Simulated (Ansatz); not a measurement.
Reaction (formal exchange of groups at a C–C bond): `C[CH]1[GeH2][B]1F` + `FC1=CCN1` → `CC1=C(F)NC1` + `F[B]1[CH2][GeH2]1`

Computed with Ansatz on PBE0-D4/def2-TZVP structures; ΔE is electronic, products minus reactants. CCSD(T)/CBS adds triple-zeta CCSD(T) − MP2 to the extrapolated MP2 energy (def2 sets, frozen cores). DFT in def2-TZVPP. For Ge outer-core shells are correlated without core-valence functions, which leaves a few kJ/mol of doubt a bond. Scalar relativity is left out up to krypton.

(1) Is it downhill or uphill in electronic energy at CCSD(T)/CBS, and by how much? (An estimate is asked.)

(2) What do these levels give: PBE-D4, PBE0-D4, ωB97X-V, B2PLYP, r2SCAN, MP2/def2-TZVPP, CCSD/def2-TZVPP, HF/def2-QZVPP, MP2/def2-QZVPP, SCS-MP2/def2-QZVPP, HF/CBS(def2), CCSD/CBS(def2)? (Best estimate.)

Largest T1 diagnostic among the species: 0.013.

## Answers

(1) Ansatz gave: Downhill: ΔE = -13.2 kJ/mol.

(2) Ansatz gave: PBE-D4 -13.7, PBE0-D4 -15.7, ωB97X-V -17.0, B2PLYP -14.0, r2SCAN -14.8, MP2/def2-TZVPP -13.3, CCSD/def2-TZVPP -15.4, HF/def2-QZVPP -18.9, MP2/def2-QZVPP -13.0, SCS-MP2/def2-QZVPP -13.3, HF/CBS(def2) -18.9, CCSD/CBS(def2) -14.7 kJ/mol.

In def2-TZVPP, CCSD(T) changes the Hartree–Fock value by +4.9 kJ/mol (the triples alone add +1.4 kJ/mol) and MP2 by +5.5 kJ/mol.
